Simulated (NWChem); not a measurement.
System: C$_{4}$H$_{3}$F; SMILES C(=C/F)/C#C

Input file for NWChem:

```
start job
memory heap 200 mb stack 900 mb global 1100 mb
geometry units angstroms noautoz
  C      0.558936     2.196693     0.000000
  C     -0.112288     1.170324     0.000000
  C     -0.919808     0.004526     0.000000
  C     -0.449696    -1.263820     0.000000
  F      0.852429    -1.553502     0.000000
  H      1.159032     3.095587     0.000000
  H     -2.016680     0.121238     0.000000
  H     -1.094666    -2.157933     0.000000
end
basis spherical
  * library def2-svp
end
dft
  xc xperdew91 perdew91
  iterations 150
  mulliken
end
task dft energy
```

Coordinates come from a PBE-D3(BJ)/def2-SVP optimisation.

Problem. What results follow from this input? (PW91/def2-SVP.) Quantities: energy (Ha); highest occupied level (eV); orbital gap (eV); dipole (D).

Solution. 
```yaml
energy (Ha): -253.69
highest occupied level (eV): -5.84
orbital gap (eV): 4.04
dipole (D): 1.17
```
